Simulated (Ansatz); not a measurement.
This triplet is an excited state, 1.14 eV above the relaxed singlet at the level frozen-core CCSD(T)/cc-pVTZ // B3LYP-D3(BJ)/def2-TZVP (Ansatz, an electronic-structure program).

Computed with B3LYP-D3(BJ)/def2-TZVP in Ansatz. No frequencies were computed at this level.

Ansatz 0.2 input:
```yaml
crystal:
  periodic: [false, false, false]
  atoms:
    - { symbol: C, position_ang: [1.633642, 0.022992, 0.151477] }
    - { symbol: Si, position_ang: [-0.026932, -0.480621, 0.959625] }
    - { symbol: C, position_ang: [-1.634838, -0.044981, 0.016464] }
    - { symbol: H, position_ang: [2.469047, -0.273401, 0.775847] }
    - { symbol: H, position_ang: [1.748578, -0.45339, -0.819743] }
    - { symbol: H, position_ang: [1.680752, 1.100502, 0.008513] }
    - { symbol: H, position_ang: [-1.717179, 1.030156, -0.127394] }
    - { symbol: H, position_ang: [-2.505545, -0.380841, 0.568366] }
    - { symbol: H, position_ang: [-1.647523, -0.520417, -0.962123] }
basis:
  gaussian: { orbitals: def2-tzvp }
hamiltonian:
  xc: b3lyp
  dispersion: d3bj
relax:
  max_steps: 150
magnetization:
  spin_polarized: true
  initial_magnetization: 2
```

Output:

```
Functional definition: B3LYP
885 factors; their error is unknown
mean field evaluation 1: about -10036.7579 eV, gradient 5.1e1 eV
mean field evaluation 2: about -10027.1993 eV, gradient 6.2e1 eV
mean field evaluation 4: about -10048.8681 eV, gradient 1.7e0 eV
mean field evaluation 8: about -10048.8861 eV, gradient 4.5e-2 eV
mean field evaluation 16: about -10048.8987 eV, gradient 8.0e-5 eV
mean field -10048.89871567 eV, -369.2902164128 hartree, gradient 1.3e-5 eV, S^2 2.002015; 0 other end points of the search recorded, 0 dependent functions left out
reference -10048.89897105 eV, -369.2902257975 hartree; 17, 15 occupied and 118, 120 virtual orbitals, 885 factors
relax step   1: F+E_penalty+E_count = -10049.17625860 eV  Δ(F+E_penalty+E_count) = +0.000e0 eV  max|allowed force component| = 3.089e-1 eV/Å  Δτ_max = 0.0000 Å  (30 SCF iters, accepted)
these checks for a lower state are left out or cut short: starts, cluster_reference, orbital_swaps, neighbouring_geometries, increment
885 factors; their error is unknown
mean field -10048.90514575 eV, -369.2904527136 hartree, gradient 8.6e-6 eV, S^2 2.002012; 0 other end points of the search recorded, 0 dependent functions left out
reference -10048.90540132 eV, -369.2904621058 hartree; 17, 15 occupied and 118, 120 virtual orbitals, 885 factors
relax step   2: F+E_penalty+E_count = -10049.18343578 eV  Δ(F+E_penalty+E_count) = -7.177e-3 eV  max|allowed force component| = 1.529e-1 eV/Å  Δτ_max = 0.0125 Å  (33 SCF iters, accepted)
these checks for a lower state are left out or cut short: starts, cluster_reference, orbital_swaps, neighbouring_geometries, increment
885 factors; their error is unknown
mean field evaluation 32: about -10048.9060 eV, gradient 8.3e-6 eV
mean field -10048.90600394 eV, -369.2904842518 hartree, gradient 8.3e-6 eV, S^2 2.002010; 0 other end points of the search recorded, 0 dependent functions left out
reference -10048.90625985 eV, -369.2904936560 hartree; 17, 15 occupied and 118, 120 virtual orbitals, 885 factors
relax step   3: F+E_penalty+E_count = -10049.18416675 eV  Δ(F+E_penalty+E_count) = -7.310e-4 eV  max|allowed force component| = 6.191e-2 eV/Å  Δτ_max = 0.0142 Å  (33 SCF iters, accepted)
these checks for a lower state are left out or cut short: starts, cluster_reference, orbital_swaps, neighbouring_geometries, increment
885 factors; their error is unknown
mean field -10048.90595037 eV, -369.2904822829 hartree, gradient 8.6e-6 eV, S^2 2.002007; 0 other end points of the search recorded, 0 dependent functions left out
reference -10048.90620605 eV, -369.2904916789 hartree; 17, 15 occupied and 118, 120 virtual orbitals, 885 factors
relax step   4: F+E_penalty+E_count = -10049.18450241 eV  Δ(F+E_penalty+E_count) = -3.357e-4 eV  max|allowed force component| = 1.008e-2 eV/Å  Δτ_max = 0.0096 Å  (31 SCF iters, accepted)
these checks for a lower state are left out or cut short: starts, cluster_reference, orbital_swaps, neighbouring_geometries, increment
885 factors; their error is unknown
mean field -10048.90592979 eV, -369.2904815267 hartree, gradient 1.8e-5 eV, S^2 2.002008; 0 other end points of the search recorded, 0 dependent functions left out
reference -10048.90618547 eV, -369.2904909228 hartree; 17, 15 occupied and 118, 120 virtual orbitals, 885 factors
relax step   5: F+E_penalty+E_count = -10049.18451500 eV  Δ(F+E_penalty+E_count) = -1.259e-5 eV  max|allowed force component| = 3.598e-3 eV/Å  Δτ_max = 0.0019 Å  (24 SCF iters, accepted)
885 factors; their error is unknown
mean field evaluation 64: about -10048.9059 eV, gradient 2.2e-5 eV
mean field -10048.90592979 eV, -369.2904815267 hartree, gradient 1.8e-5 eV, S^2 2.002008; 1 other end points of the search recorded, 0 dependent functions left out
reference -10048.90618547 eV, -369.2904909228 hartree; 17, 15 occupied and 118, 120 virtual orbitals, 885 factors
Total energy: -10049.18477068 eV, -369.3007287404 hartree
Atom 0 at     1.621446     0.024327     0.148503 Å, force     0.000288     0.001905    -0.003590 eV/Å
Atom 1 at    -0.026585    -0.474052     0.946526 Å, force    -0.000097    -0.001778     0.003337 eV/Å
Atom 2 at    -1.622529    -0.043624     0.014366 Å, force    -0.000079     0.001914    -0.003598 eV/Å
Atom 3 at     2.455230    -0.278676     0.782338 Å, force    -0.000951    -0.000472     0.000789 eV/Å
Atom 4 at     1.738561    -0.459732    -0.824123 Å, force     0.000743    -0.000346     0.000514 eV/Å
Atom 5 at     1.670622     1.107688     0.014553 Å, force     0.000727    -0.000168     0.000660 eV/Å
Atom 6 at    -1.706344     1.037034    -0.124129 Å, force    -0.000748    -0.000213     0.000546 eV/Å
Atom 7 at    -2.492332    -0.383345     0.577203 Å, force     0.000904    -0.000410     0.000877 eV/Å
Atom 8 at    -1.638067    -0.529621    -0.964205 Å, force    -0.000788    -0.000431     0.000466 eV/Å
Dipole moment:     0.004711     0.084013    -0.156503 e Å
```

Cost: very roughly 21 core-seconds.
